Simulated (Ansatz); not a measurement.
Computed with Ansatz on PBE0-D4/def2-TZVP structures; ΔE is electronic, products minus reactants. CCSD(T)/CBS is extrapolated from def2-TZVPP and def2-QZVPP, frozen cores. Functionals use def2-TZVPP. No spin–orbit coupling; open shells (•) take unrestricted orbitals. Spin–orbit coupling would lower the free atoms: a little for B, C, Cl.

Reaction (atomization): `N#CB(Cl)Cl` → B• + C• + 2 Cl• + N•

`N#CB(Cl)Cl`:

```xyz
5

N    -1.476    0.977    1.263
C    -0.694    0.460    0.594
B     0.345   -0.228   -0.295
Cl   -0.131   -0.793   -1.856
Cl    1.957   -0.417    0.294
```

```json
{"level": "BLYP-D4", "ΔE (kcal/mol)": "527.7", "difference from CCSD(T)/CBS": "11.4"}
{"level": "B97M-V", "ΔE (kcal/mol)": "527.8", "difference from CCSD(T)/CBS": "11.5"}
{"level": "PBE0-D4", "ΔE (kcal/mol)": "528.8", "difference from CCSD(T)/CBS": "12.5"}
{"level": "CAM-B3LYP-D4", "ΔE (kcal/mol)": "518.8", "difference from CCSD(T)/CBS": "2.5"}
{"level": "r2SCAN", "ΔE (kcal/mol)": "524.6", "difference from CCSD(T)/CBS": "8.3"}
{"level": "PBE0", "ΔE (kcal/mol)": "526.0", "difference from CCSD(T)/CBS": "9.7"}
{"level": "CCSD(T)/def2-SVP", "ΔE (kcal/mol)": "493.7", "difference from CCSD(T)/CBS": "-22.6"}
{"level": "MP2/def2-TZVPP", "ΔE (kcal/mol)": "531.6", "difference from CCSD(T)/CBS": "15.3"}
{"level": "SCS-MP2/def2-TZVPP", "ΔE (kcal/mol)": "518.3", "difference from CCSD(T)/CBS": "2.0"}
{"level": "CCSD(T)/def2-QZVPP", "ΔE (kcal/mol)": "509.7", "difference from CCSD(T)/CBS": "-6.6"}
{"level": "CCSD/cc-pV(D+d)Z", "ΔE (kcal/mol)": "459.7", "difference from CCSD(T)/CBS": "-56.6"}
{"level": "HF/cc-pV(T+d)Z", "ΔE (kcal/mol)": "356.1", "difference from CCSD(T)/CBS": "-160.2"}
{"level": "MP2/cc-pV(T+d)Z", "ΔE (kcal/mol)": "529.8", "difference from CCSD(T)/CBS": "13.5"}
{"level": "CCSD/cc-pV(T+d)Z", "ΔE (kcal/mol)": "483.0", "difference from CCSD(T)/CBS": "-33.3"}
{"level": "MP2/cc-pV(Q+d)Z", "ΔE (kcal/mol)": "540.6", "difference from CCSD(T)/CBS": "24.3"}
{"level": "CCSD(T)/cc-pV(Q+d)Z", "ΔE (kcal/mol)": "509.7", "difference from CCSD(T)/CBS": "-6.6"}
{"level": "CCSD(T)/CBS", "ΔE (kcal/mol)": "516.3", "difference from CCSD(T)/CBS": "0"}
```

Task: What do rigid-rotor, harmonic-oscillator terms from PBE0-D4/def2-TZVP frequencies (298.15 K, 1 bar) make of the CCSD(T)/CBS value? (Best estimate.)

Result: Ansatz gave: ΔZPE = -9.4 kcal/mol, ΔH = +510.5 kcal/mol, ΔS = 489 J/(mol·K), ΔG = +475.6 kcal/mol. Open shells count their whole term as degenerate.

Largest T1 diagnostic among the species: 0.014.

From PBE to PBE0 (25 % exact exchange), in def2-TZVPP and without D4, ΔE moves by −20.8 kcal/mol: exact exchange takes away binding that semilocal exchange gives to molecules. In def2-TZVPP, CCSD(T) changes the Hartree–Fock value by +143.6 kcal/mol (the triples alone add +15.7 kcal/mol) and MP2 by +174.8 kcal/mol; breaking electron pairs costs correlation energy, which Hartree–Fock lacks.

CCSD(T)/CBS has its own doubt, a few kJ/mol and more with outer-core shells, so smaller differences from it don't rank the levels.
